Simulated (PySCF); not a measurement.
Lewis adduct: AlH3 (SMILES [AlH3]) (first 4 atoms) with CH4O (SMILES CO); geometry from B3LYP-D3(BJ)/def2-TZVP, rigid monomers moved along the line of their centres of mass till Al1···O6 is 2.29 Å.
(charge 0, multiplicity 1):
| atom | x (Å) | y (Å) | z (Å) |
|---|---|---|---|
| Al | -0.9340 | -0.2095 | 0.6632 |
| H | -1.0040 | -1.7970 | 0.7383 |
| H | -0.1999 | 0.4980 | -0.5624 |
| H | -2.1270 | 0.5924 | 1.3606 |
| C | 0.4488 | -0.0971 | 3.6496 |
| O | 0.6819 | 0.1506 | 2.2442 |
| H | 1.3953 | -0.0561 | 4.1856 |
| H | 0.0316 | -1.0983 | 3.7109 |
| H | -0.2619 | 0.6255 | 4.0491 |
| H | 1.1234 | 0.9976 | 2.1080 |

Counterpoise-corrected where a basis set is named; no monomer relaxation. Rows marked so take none.

Rows in 6-31G*, STO-3G carry no dispersion term and start afresh at each structure (6-31G* with six Cartesian d functions).

Programs: PySCF for 6-31G* rows, STO-3G rows. Values without a source in brackets are computed.

**Question.** One of these levels gives -29.33 kcal/mol for the interaction energy. Which?
A) HF/STO-3G (no counterpoise)
B) BP86/6-31G* (no counterpoise)
C) HF/6-31G*

**Answer.** A, HF/STO-3G (no counterpoise). The others give -21.74 (HF/6-31G*), -24.87 (BP86/6-31G* (no counterpoise))
